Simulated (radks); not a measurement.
Initial-state core-level shifts of the phosphorus ion P2+ when its valence configuration changes from [Ne] 3s2 3p1. Calculated with a radial shooting solver on a logarithmic mesh with Libxc functionals: Dirac Kohn-Sham, BLYP, spin-unpolarised, spherical densities, point nucleus; open shells are shared between the two j in proportion to 2j + 1. Shifts are changes of the shell-averaged eigenvalues in eV (positive: less bound).

[
 {"valence": "3s1.5 3p1.5", "1s": "-0.683", "2s": "-0.678", "2p": "-0.669"},
 {"valence": "3s1 3p2", "1s": "-1.350", "2s": "-1.342", "2p": "-1.324"},
 {"valence": "3p3", "1s": "-2.636", "2s": "-2.631", "2p": "-2.592"},
 {"valence": "3s0.5 3p2.5", "1s": "-2.001", "2s": "-1.993", "2p": "-1.964"}
]
